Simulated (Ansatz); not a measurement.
Reaction (ligand exchange at the Si–N bond): `CO[SiH2]N[SiH2]F` + H–F → `CO[SiH2]F` + `N[SiH2]F`

Isolated molecules relaxed with PBE0-D4/def2-TZVP in Ansatz; ΔE leaves out vibrations. CCSD(T)/CBS adds triple-zeta CCSD(T) − MP2 to the extrapolated MP2 energy (def2 sets, frozen cores). This one scheme is used for every species. DFT in def2-TZVPP. B3LYP here is the variant with VWN-RPA as its local correlation; programs differ in this. Each species was taken in one conformer, which may not be the lowest.

CCSD(T)/CBS gives -19.3 kcal/mol.

**Question.** Another level gave -23.2 kcal/mol. Which?
A. B3LYP-D4/def2-TZVPP
B. B3LYP/def2-TZVPP
C. B2PLYP/def2-TZVPP
D. PBE0-D4/def2-TZVPP

**Answer.** B. B3LYP -23.2, B3LYP-D4 -20.5, B2PLYP -21.9, PBE0-D4 -18.8 kcal/mol.

Largest T1 diagnostic among the species: 0.011.

The D4 term adds +2.7 kcal/mol with B3LYP and +1.5 kcal/mol with PBE0; it sums over pairs of atoms, weighted by their polarisabilities, and B3LYP, whose exchange is more repulsive, gets the larger term. In def2-TZVPP, CCSD(T) changes the Hartree–Fock value by +4.8 kcal/mol (the triples alone add +0.7 kcal/mol) and MP2 by +5.1 kcal/mol.
